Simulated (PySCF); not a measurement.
Gas-phase reaction: 3 TiCl3OH + 2 HO2 + 2 H2O → 3 TiCl2(OH)2 + 3 HOCl

Energies from PySCF, thermal terms from the rigid-rotor harmonic-oscillator model, ideal gas at 1 bar. † marks an energy on the PBE0/def2-TZVP geometry and frequencies; other levels use their own. MP2 freezes the core. Open shells (unrestricted): HO2 (multiplicity 2); the rest are closed-shell singlets. B3LYP is the form with VWN-RPA correlation. TiCl3OH, TiCl2(OH)2: computed as isolated molecules; such fragments, hydroxides, amides, oligomers or adducts are transient or little studied in the gas. MP2 isn't extrapolated to the basis-set limit; its ΔH°(298 K) is -157.2 kJ in def2-SVP and -197.8 kJ in def2-TZVPP. The harmonic model lacks anharmonicity and excited electronic states, which grow with temperature; levels with a mode under 35 cm⁻¹ are left out. Soft modes under 120 cm⁻¹ make the harmonic entropy rough for TiCl3OH, TiCl2(OH)2.

```csv
level,"ΔE electronic, kJ","ΔH°(298 K), kJ","ΔS°(298 K), J/K","ΔG°(600 K), kJ"
B3LYP/def2-TZVP†,-146,-145,-138,-63
BLYP/def2-TZVP†,-143,-141,-138,-60
HF/def2-TZVP†,-37,-36,-138,46
M06-2X/def2-TZVP†,-191,-190,-138,-108
MP2/def2-SVP†,-158,-157,-138,-76
PBE0/def2-TZVP,-135,-133,-138,-52
ωB97M-V/def2-TZVP†,-174,-172,-138,-91
```
ΔH° is lowest at M06-2X/def2-TZVP† and highest at HF/def2-TZVP†. No reference value is set beside these.
